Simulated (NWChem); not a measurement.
CH₅ClOSi; SMILES C[SiH](O)Cl

```xyz
9

Si    -0.0989    -0.5544     0.4050
C      1.4130    -1.3994    -0.2797
O     -1.4283    -1.2669    -0.3204
Cl    -0.0251     1.4857    -0.0644
H     -0.1899    -0.6204     1.9031
H      1.3991    -2.4803    -0.0326
H      2.3342    -0.9515     0.1426
H      1.4437    -1.2910    -1.3822
H     -2.2932    -0.9078    -0.0556
```
Atoms are numbered in this order, from 1.

Level: PBE-D3(BJ)/def2-SVP (NWChem), optimised geometry, unscaled harmonic frequencies. 

List the harmonic frequencies with IR intensities, and the thermochemistry.


```
frequency (cm⁻¹)  IR intensity (km/mol)
----------------  ---------------------
136                                 0.9
174                                10.7
222                                12.6
263                                15.2
301                                85.7
507                                67.7
650                                30.5
713                                70.8
725                                15.9
816                                43.6
834                               118.4
859                               249.4
927                               110.3
1223                               32.1
1376                                4.7
1377                                3.0
2168                              141.1
2985                                0.2
3088                                1.2
3094                                0.6
3765                               82.2
```

The zero-point energy comes out as 37.4 kcal/mol and the thermal correction to the enthalpy at 298.15 K (with zero-point energy) is 42.0 kcal/mol. The heat capacity Cv is 21.4 cal/(mol K), the entropy at 298.15 K and 1 atm (symmetry number 1) is 78.5 cal/(mol K) and the dipole moment comes out as 1.20 D.

Rigid rotor and harmonic oscillator.
